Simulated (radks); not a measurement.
Task: Tm2+, 67 electrons, occupied as [Xe] 4f13 (the NIST ground configuration). Calculated with a radial shooting solver on a logarithmic mesh with Libxc functionals: scalar-relativistic Kohn-Sham, LDA (Slater exchange, VWN5 correlation), spin-unpolarised, spherical densities, point nucleus. Some entries of the table are withheld. Estimate them.

orbital,occ.,eigenvalue (eV),<r^2> (bohr^2),<r> (bohr)
1s,2,-59253.75,0.0005490,(1)
2s,2,-10010.22,0.008524,0.08492
2p,6,(2),0.006949,0.07543
3s,2,-2260.373,0.05590,0.2212
3p,6,-1907.098,0.05633,0.2205
3d,10,-1470.207,0.04690,0.1999
4s,2,-456.3112,0.2803,0.4981
4p,6,-340.1846,0.3184,0.5288
4d,10,-185.9915,0.3803,(3)
5s,2,-68.2972,1.702,1.229
5p,6,-41.7277,2.436,1.463
4f,13,-17.8826,0.8715,0.7986
6s,0,-15.0698,11.62,3.221
5d,0,-13.6190,6.745,2.394

Result: 
(1) 1s <r> (bohr): 0.02002
(2) 2p eigenvalue (eV): -8843.390
(3) 4d <r> (bohr): 0.5721
